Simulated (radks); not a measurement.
Values are calculated unless marked as measured or tabulated.
Effect of the nuclear size on the hafnium ion Hf+, [Xe] 4f14 5d1 6s2. Level of theory: Dirac Kohn-Sham, exchange-only LDA, spin-unpolarised, spherical densities, finite nucleus; open shells fill j = l - 1/2 first; Fermi nuclear charge, rms radius 5.347 fm (a radial shooting solver on a logarithmic mesh with Libxc functionals). The rms radius is varied about that value; shifts are against it.

rms radius (fm)	total energy shift (eV)	density at nucleus (e/bohr^3)	1s1/2 shift (meV)	2s1/2 shift (meV)	5p1/2 shift (meV)	6s1/2 shift (meV)	5d3/2 shift (meV)	6p1/2 (empty) shift (meV)	7s1/2 (empty) shift (meV)
4.6893	-11.2	1.257e+06	-4550	-630	0.502	-0.423	0.422	0.168	-0.056
5.1492	-3.47	1.219e+06	-1410	-195	0.156	-0.131	0.131	0.052	-0.017
5.347	0	1.204e+06	0.000	0.000	0.000	0.000	0.000	0.000	0.000
5.8764	9.72	1.167e+06	3950	547	-0.435	0.367	-0.366	-0.146	0.048
6.3843	19.6	1.136e+06	7980	1100	-0.878	0.741	-0.739	-0.295	0.098

Slopes of the eigenvalues against <r^2> in GHz/fm^2, as finite differences over the two radii next to the reference (eigenvalue slopes, not the field-shift constants of lines): 1s1/2 162000, 2s1/2 22400, 5p1/2 -17.8, 6s1/2 15.0, 5d3/2 -15.0, 6p1/2 (empty) -5.98, 7s1/2 (empty) 1.98.
